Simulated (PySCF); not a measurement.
## A PySCF run on CsI

State: ¹Σ⁺ (singlet), closed shell.

An equivalent input (the run itself took its basis sets from the Basis Set Exchange, started from a PBE0 density and held the occupation σ 7α 7β, πx 4α 4β, πy 4α 4β, δx 1α 1β, δy 1α 1β):

```python
from pyscf import gto, scf
mol = gto.M(atom='Cs 0 0 0; I 0 0 3.387', basis={'Cs': 'def2-SVP', 'I': 'def2-SVP'}, ecp={'Cs': 'def2-SVP', 'I': 'def2-SVP'},
            charge=0, spin=0, verbose=4, symmetry='C2v')
mf = scf.RHF(mol)
mf.irrep_nelec = {'A1': 16, 'A2': 2, 'B1': 8, 'B2': 8}
mf.conv_tol = 1e-9
mf.max_cycle = 60
mf.diis_space = 10
mf.kernel()
```

The log (some set-up lines and the per-cycle HOMO/LUMO lines removed):

```
******** <class 'pyscf.scf.hf_symm.SymAdaptedRHF'> ********
method = SymAdaptedRHF
damping factor = 0
level_shift factor = 0
DIIS = <class 'pyscf.scf.diis.CDIIS'>
diis_start_cycle = 1
diis_space = 10
diis_damp = 0
SCF conv_tol = 1e-09
SCF conv_tol_grad = None
SCF max_cycles = 60
Set gradient conv threshold to 3.16228e-05
init E= -316.599794733853
cycle= 1 E= -316.605139514702  delta_E= -0.00534  |g|= 0.0236  |ddm|= 0.394
cycle= 2 E= -316.605434289396  delta_E= -0.000295  |g|= 0.00593  |ddm|= 0.0859
cycle= 3 E= -316.605463477733  delta_E= -2.92e-05  |g|= 0.00116  |ddm|= 0.031
cycle= 4 E= -316.605464677182  delta_E= -1.2e-06  |g|= 0.000333  |ddm|= 0.00451
cycle= 5 E= -316.605464889063  delta_E= -2.12e-07  |g|= 7.17e-05  |ddm|= 0.00221
cycle= 6 E= -316.605464898816  delta_E= -9.75e-09  |g|= 1.61e-05  |ddm|= 0.000449
cycle= 7 E= -316.605464899041  delta_E= -2.25e-10  |g|= 2.85e-06  |ddm|= 6.41e-05
Extra cycle  E= -316.60546489905  delta_E= -9.38e-12  |g|= 1.05e-06  |ddm|= 9.72e-06
converged SCF energy = -316.60546489905
```

Repeating this along the bond gives Re = 3.487 Å and ωe = 111 cm⁻¹.

A point of this curve took 0.061 CPU seconds beside 0.15 for the integrals, on Arm Neoverse V1 (shared host).

Spin–orbit coupling is left out.
